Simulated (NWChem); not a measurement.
System: SnAsH5; SMILES [AsH2][SnH3]

Computed with NWChem. Medium grid unless said otherwise, to which SCAN and Minnesota functionals are sensitive. Coordinates come from a PBE0/def2-SVP optimisation. def2 effective core potentials on Sn; no spin-orbit coupling. Total energies of different functionals are on different scales.

```
level               energy (Ha)  highest occupied level (eV)  orbital gap (eV)  dipole (D)
------------------  -----------  ---------------------------  ----------------  ----------
B3LYP/def2-SVP       -2452.9981                        -7.13              6.60        0.34
PBE/def2-SVP         -2452.5237                        -6.34              5.23        0.40
SCAN/def2-SVP        -2453.1277                        -6.62              5.63        0.45
M06/def2-SVP         -2452.8871                        -7.18              6.99        0.40
r2SCAN/def2-SVP      -2452.9511                        -6.60              5.69        0.50
CAM-B3LYP/def2-SVP   -2452.9758                        -8.51              9.20        0.41
PW91/def2-SVP        -2453.1073                        -6.38              5.22        0.38
```
